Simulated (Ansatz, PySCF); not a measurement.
Process, species as SMILES: O[Si](O)(O)Cl + 4 [H][H] (H2) -> Cl (HCl) + 3 O (H2O) + [SiH4] (SiH4)
Each molecule is optimised on its own at B3LYP-D3(BJ)/def2-TZVP (Ansatz, a first-principles code), one conformer each, not searched for the lowest. Frequencies are from Ansatz or PySCF.
Geometry of the first species:
```xyz
8

Si    -0.0990    -0.0832    -0.3488
Cl     0.4522     0.3800     1.5933
O     -0.8630     1.1881    -1.0101
O      1.2282    -0.4317    -1.2172
O     -1.0925    -1.3676    -0.3354
H     -0.4229     2.0418    -1.0125
H      1.8240    -1.1139    -0.8974
H     -1.8842    -1.3340     0.2074
```
Charge 0, spin multiplicity 1.

Wanted: energy of full hydrogenation (enthalpy at 298 K, with B3LYP-D3(BJ) rigid-rotor harmonic-oscillator terms), in eV. Valence correlation only, unless marked. No spin-orbit coupling. No relativistic terms. CBS marks a two-point X^-3 extrapolation of the correlation energy; Hartree-Fock from the larger set. The bracket is a focal-point correction in the basis named.

Level to compare with: RI-MP2/CBS(aug-cc-pV(T+d)Z,aug-cc-pV(Q+d)Z)+[CCSD(T)-MP2]/aug-cc-pV(T+d)Z (Ansatz), 3.98 eV. It is a level with limits of its own, and the differences hold the functionals' basis error too.

Question: Rank these functionals by how close they come to RI-MP2/CBS(aug-cc-pV(T+d)Z,aug-cc-pV(Q+d)Z)+[CCSD(T)-MP2]/aug-cc-pV(T+d)Z, closest first: BLYP/def2-TZVPD (Ansatz); B97M-V/def2-TZVPD (Ansatz); revPBE/def2-TZVPD (Ansatz).

Answer: B97M-V/def2-TZVPD (meta-GGA with VV10, 3.96 eV, difference -0.02), BLYP/def2-TZVPD (GGA, 3.58 eV, difference -0.40), revPBE/def2-TZVPD (GGA, 3.40 eV, difference -0.58)
